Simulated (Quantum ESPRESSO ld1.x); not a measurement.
Species: the chlorine ion Cl4+. Configuration: [Ne] 3s2 3p0.75 4p0.25 (fractional occupations, a model configuration).

Calculated with ld1.x of Quantum ESPRESSO 7.5: non-relativistic Kohn-Sham, LDA (Slater exchange, VWN5 correlation), spin-polarised, spherical densities, point nucleus; open shells are filled with parallel spins first.

Energy parts (Ry):
| part | energy |
|---|---|
| total | -907.1305 |
| kinetic | 905.5840 |
| electron-nucleus | -2099.4900 |
| Hartree | 336.3389 |
| exchange-correlation | -49.5635 |

Orbitals (lengths in bohr, moments of r in powers of bohr):
orbital  occ.  eigenvalue (Ry)    <r^2>
1s up       1         -205.831  0.01129
1s down     1         -205.813  0.01129
2s up       1         -23.2391   0.2365
2s down     1         -23.2196   0.2361
2p up       3         -18.9725   0.2049
2p down     3         -18.9487   0.2045
3s up       1         -5.57012    2.070
3s down     1         -5.46780    2.078
3p up    0.75         -4.54438    2.364
3p down     0         -4.44468    2.380
3d up       0         -3.07196    2.966
3d down     0         -2.98002    3.007
4s up       0         -2.25905    9.900
4s down     0         -2.20106    10.08
4p up    0.25         -1.93855    11.72
4p down     0         -1.88509    12.01

The highest occupied level is 4p up at -26.375 eV. The configuration is held as typed, so some empty levels lie below it. The density falls to 0.001 e/bohr^3 at r = 3.23 bohr. Summed over all electrons, <r^2> = 10.57 bohr^2, which gives a Langevin (diamagnetic) susceptibility term of -8.37 x 10^-6 cm^3/mol. Virial ratio -V/T = 2.00171. Spin moment in Bohr magnetons: 1.
